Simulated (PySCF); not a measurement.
A calculated (PBE, PySCF 2.14, ANO-RCC-VTZP, scalar relativity by spin-free X2C-1e) atom or ion has these occupied shells.

| shell | electrons | orbital energy (eV) | rms radius, mean of both spins (bohr) |
| --- | --- | --- | --- |
| 1s α | 1 | -8213.1 | 0.0624 |
| 1s β | 1 | -8213.0 | 0.0624 |
| 2s α | 1 | -991.09 | 0.266 |
| 2s β | 1 | -989.28 | 0.266 |
| 2p α | 3 | -853.88 | 0.238 |
| 2p β | 3 | -852.48 | 0.238 |
| 3s α | 1 | -120.91 | 0.791 |
| 3s β | 1 | -117.06 | 0.791 |
| 3p α | 3 | -81.058 | 0.837 |
| 3p β | 3 | -77.283 | 0.837 |
| 3d α | 5 | -17.708 | 1.06 |
| 3d β | 2 | -15.040 | 1.06 |
| 4s α | 1 | -8.425 | 2.85 |
| 4s β | 1 | -7.266 | 2.85 |
| 4p α | 1 | -3.018 | 3.58 |

(1) Name the element and its charge.

Results:

(1) Ni (nickel, neutral), in [Ar] 3d7 4s2 4p1, one real determinant (an excited configuration).
